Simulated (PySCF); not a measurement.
Computed shifts of a molecule CH₇FN₂Si, B3LYP/pcSseg-1 (PySCF), GIAO, gas phase, atoms alike by connectivity averaged where their shifts nearly agree, in ppm (number of nuclei): ¹³C: 31.4 (1). ¹⁵N: 50.8 (1), 24.2 (1). ²⁹Si: -34.4 (1). ¹⁹F: -156.0 (1). ¹H: 4.94 (1), 2.96 (3), 1.15 (1), 0.77 (1), 0.57 (1). References: ¹³C against TMS (σ = 181.3 ppm); ¹⁵N against NH3 (σ = 265.5 ppm); ²⁹Si against TMS (σ = 338.7 ppm); ¹⁹F against CFCl3 (σ = 161.7 ppm); ¹H against TMS (σ = 31.68 ppm), references at their B3LYP-D3(BJ)/def2-TZVP geometries, non-relativistic. Geometry: r2SCAN-D4/def2-SVP. Other conformers were not sampled.

**Question.** Which molecule gave these data?
(A) NC[Si@H](N)F
(B) C[Si](N)(N)F
(C) N[SiH](N)CF
(D) CN[Si@H](N)F

**Answer.** D, CN[Si@H](N)F
